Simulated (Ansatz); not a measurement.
CH5PSSi (`C[SiH]1PS1`). The species carries charge 0 and has multiplicity 1.

```xyz
9

C     0.679   -0.333   -1.062
Si    0.152    0.649    0.425
P    -1.826    0.379    1.374
S     0.026   -0.322    2.287
H     1.768   -0.421   -1.091
H     0.248   -1.334   -1.023
H     0.352    0.159   -1.981
H     0.716    2.018    0.457
H    -2.115   -0.796    0.615
```

Q: List the harmonic frequencies (cm⁻¹, unscaled) at PBE0-D4/def2-TZVP in Ansatz. (An estimate is asked.)

A: Ansatz gave: 142, 164, 196, 405, 441, 562, 574, 668, 703, 767, 786, 823, 901, 1273, 1441, 1444, 2247, 2340, 3053, 3136, 3154.

Q: Is this a minimum?

A: Yes, all 21 modes are real.

Q: Give the ideal-gas thermochemistry at 298.15 K and 1 bar (rigid rotor, harmonic oscillator; point group C1, symmetry number 1).

A: Zero-point energy 150.8 kJ/mol; H(298) − E = 169.5 kJ/mol; entropy 328.4 J/(mol·K), of which translation 167.3, rotation 112.1, vibration 49.1; G(298) − E = 71.6 kJ/mol.
